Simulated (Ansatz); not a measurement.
`N[SiH2][SiH2][SiH3]` + `C[CH2][AlH][OH]` → `C[CH2][AlH][O][SiH3]` + `N[SiH2][SiH3]`  (cleavage of the Si–Si bond)

Calculated with Ansatz (gas phase, PBE0-D4/def2-TZVP geometries, no zero-point term in ΔE). CBS: MP2 limit from def2 TZ/QZ plus the TZ coupled-cluster correction, frozen cores. This one scheme is used for every species. One conformer a species, not always the lowest.

```tsv
species	CCSD(T)/CBS(def2) energy (Eh)
`N[SiH2][SiH2][SiH3]`	-927.36617
`C[CH2][AlH][OH]`	-397.56357
`C[CH2][AlH][O][SiH3]`	-687.88541
`N[SiH2][SiH3]`	-637.08297
```

**Question.** Work out ΔE.

**Answer.** ΔE = (-687.88541) + (-637.08297) − (-927.36617) − (-397.56357) = -0.03864 Eh = -101.4 kJ/mol.

Largest T1 diagnostic among the species: 0.012.

From PBE to PBE0 (25 % exact exchange), in def2-TZVPP and without D4, ΔE moves by −9.4 kJ/mol. In def2-TZVPP, CCSD(T) changes the Hartree–Fock value by +32.0 kJ/mol (the triples alone add +4.7 kJ/mol) and MP2 by +26.5 kJ/mol.
